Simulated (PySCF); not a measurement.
A calculated (M06-2X, PySCF 2.14, cc-pV(T+d)Z, no relativity, point nucleus) atom or ion has these occupied shells.

| shell | electrons | orbital energy (eV) | rms radius, mean of both spins (bohr) |
| --- | --- | --- | --- |
| 1s α | 1 | -2824.0 | 0.106 |
| 1s β | 1 | -2822.9 | 0.106 |
| 2s α | 1 | -296.00 | 0.484 |
| 2s β | 1 | -295.56 | 0.484 |
| 2p α | 3 | -234.27 | 0.451 |
| 2p β | 3 | -233.03 | 0.451 |
| 3s α | 1 | -51.205 | 1.57 |
| 3s β | 1 | -45.315 | 1.57 |
| 3p α | 3 | -36.315 | 1.71 |

(1) Name the element and its charge.

Results:

(1) Cl²⁺ (chlorine, charge +2), in [Ne] 3s2 3p3, high-spin 4S determinant.
